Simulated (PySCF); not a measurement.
C₅H₇BO, SMILES C1OC(B1C)=C=C. Geometry optimised at B3LYP-D3(BJ)/def2-SVP. The structure was generated by enumeration, and PubChem lists no compound with its InChIKey, so it may never have been made.

**Question.** Give the equilibrium geometry at B3LYP-D3(BJ)/def2-SVP (PySCF confirms it by a frequency run) as Cartesian coordinates in Å. (Estimate from the structure and the level; the computed values follow.)

**Answer.** 
```xyz
14

C      2.8216    -0.6815    -0.0244
C      1.6142    -0.1787    -0.0393
C      0.3672     0.2570    -0.0427
O     -0.0736     1.5756    -0.1936
C     -1.4940     1.2221    -0.0783
B     -1.0778    -0.3104     0.0941
C     -1.7746    -1.6853     0.2647
H      3.3166    -1.0195    -0.9442
H      3.3941    -0.7783     0.9072
H     -2.0484     1.5094    -0.9893
H     -1.9577     1.7292     0.7865
H     -2.5883    -1.6440     1.0089
H     -2.2610    -1.9486    -0.6946
H     -1.0846    -2.5020     0.5246
```
